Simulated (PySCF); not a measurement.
Compound: C4H2FOS (charge -1).
Geometry (GFN2-xTB, Å), atoms numbered from 1 in this order:
```
atom  x, y, z in Å
O1     2.6326    0.3558    0.0245
C2     1.4109    0.2547    0.0166
C3     0.5425   -0.8158   -0.0656
C4    -0.8170   -0.4715   -0.0391
F5    -1.7982   -1.4317   -0.1123
C6    -1.1204    0.8415    0.0615
S7     0.3438    1.7843    0.1332
H8     0.8986   -1.8285   -0.1429
H9    -2.0793    1.3173    0.0989
```

Structure optimised with GFN2-xTB, isolated species.

Masses are those of the commonest isotopes; rigid-rotor values at the optimised geometry. 

Question: What are A, B and C (cm⁻¹)?

Answer: Ia = 119.20, Ib = 269.36, Ic = 388.56 u·Å²; 505379 MHz·u·Å²/I gives 4240, 1876 and 1301 MHz, that is A = 0.14142, B = 0.06258, C = 0.04338 cm⁻¹.

Question: Classify the top.

Answer: An asymmetric top; Ray's κ = -0.608.

Question: What does the inertial defect say?

Answer: Planar: Δ = Ic − Ia − Ib = 0.00 u·Å². For a rigid frame Δ = −2 Σ m c², so it vanishes when all atoms lie in the ab plane; here none is more than 0.01 Å from it.

Question: Estimate the classical rotational partition function at 25 K, 100 K and 500 K.

Answer: Point group Cs, symmetry number σ = 1; q = (√π/σ)·√((kT/h)³/(ABC)), k/h = 20836.6 MHz/K: 6550 at 25 K, 52400 at 100 K, 586000 at 500 K.

GFN2-xTB frequencies: not computed here. No vibrational averaging or centrifugal distortion is included, and the geometry carries the error of its method.
